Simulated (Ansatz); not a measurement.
Gas-phase electronic energies from Ansatz, PBE0-D4/def2-TZVP geometries. CCSD(T)/CBS adds triple-zeta CCSD(T) − MP2 to the extrapolated MP2 energy (def2 sets, frozen cores). This one scheme is used for every species. Functionals use def2-TZVPP. One conformer a species, not always the lowest.

Consider the formal exchange of groups at a B–F bond: `FBOC[SiH3]` + SiH₄ → `[SiH3]BOC[SiH3]` + H–F.

```
             level  ΔE (eV)
            PBE-D4     1.68
   CCSD/def2-TZVPP     1.88
SCS-MP2/def2-QZVPP     1.90
     MP2/CBS(def2)     1.82
```

Task: What does CCSD(T)/CBS give? (Estimate.)

Result: The calculation gave: +1.79 eV. The listed levels differ from it by -0.11, 0.09, 0.11, 0.03 eV.

Largest T1 diagnostic among the species: 0.015.

From PBE to PBE0 (25 % exact exchange), in def2-TZVPP and without D4, ΔE moves by +0.05 eV. The D4 term adds −0.08 eV with B3LYP and −0.05 eV with PBE0; it sums over pairs of atoms, weighted by their polarisabilities, and B3LYP, whose exchange is more repulsive, gets the larger term.

B3LYP here is the variant with VWN-RPA as its local correlation; programs differ in this.
